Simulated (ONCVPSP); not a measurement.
## Which change was made? (Ag, ONCV)

ONCVPSP 4.0.1 input, shortened (lines: element, Z, core and valence counts, functional; n l f; lmax; l rc ep ncon nbas qcut; lloc lpopt rc5 dvloc0; l nproj debl; icmod fcfact rcfact), PBE, fully relativistic:

```
  Ag 47.00    6    4        4      upf
    1    0    2.00
    2    0    2.00
    2    1    6.00
    3    0    2.00
    3    1    6.00
    3    2   10.00
    4    0    2.00
    4    1    6.00
    4    2   10.00
    5    0    1.00
    2
    0    1.35    0.00    4    7    9.50
    1    1.35    0.00    4    8   12.40
    2    1.30    0.00    4    8    8.80
    4    5    1.15    3.00
    0    2    3.10
    1    2    2.40
    2    2    0.40
    0    0.00    0.00
```

Open shells are filled in proportion to 2j + 1.

Cutoffs, loose and tight: the cutoffs (Ha) at which the residual kinetic energy of the hardest occupied pseudo-wave falls to 1 and 0.1 mHa per electron. They do not see the model core or the augmentation charge, which bear on the density cutoff. Test errors are all-electron minus pseudo excitation energies from the reference, over the configurations 4s2 4p6 4d10 5s0; 4s2 4p6 4d9 5s0; 4s2 4p6 4d8 5s0; 4s2 4p6 4d10 5s0 5p1; variants that change the core or the reference have their own tests.

The base gives: outcome: generated; cutoff, loose: 43 Ha; cutoff, tight: 52 Ha; bound ghosts: none; GHOST(+) flags above zero: s; largest test error (meV): +4.8.

Task: After one change the result is: outcome: generated, misses its reference levels by 1.22 eV; cutoff, loose: 43 Ha; cutoff, tight: 52 Ha; bound ghosts: p; GHOST(+) flags above zero: s; largest test error (meV): -958. Which change was it?
A. all radii scaled by about 0.89 (s 1.20, p 1.20, d 1.16 bohr); local potential polynomial inside 1.02 bohr (lpopt 5, dvloc0 3 Ha)
B. local potential polynomial inside 1.15 bohr (lpopt 5, dvloc0 6 Ha)
C. scalar-relativistic
D. d: nproj 3

Result: C. The others give: all radii scaled by about 0.89 (s 1.20, p 1.20, d 1.16 bohr); local potential polynomial inside 1.02 bohr (lpopt 5, dvloc0 3 Ha) → outcome: generated; cutoff, loose: 50 Ha; cutoff, tight: 59 Ha; bound ghosts: none; GHOST(+) flags above zero: s; largest test error (meV): +3.3 | d: nproj 3 → outcome: generated; cutoff, loose: 43 Ha; cutoff, tight: 52 Ha; bound ghosts: d5/2, d3/2; GHOST(+) flags above zero: s; largest test error (meV): +10 | local potential polynomial inside 1.15 bohr (lpopt 5, dvloc0 6 Ha) → outcome: generated; cutoff, loose: 43 Ha; cutoff, tight: 52 Ha; bound ghosts: none; GHOST(+) flags above zero: none; largest test error (meV): -2.4.
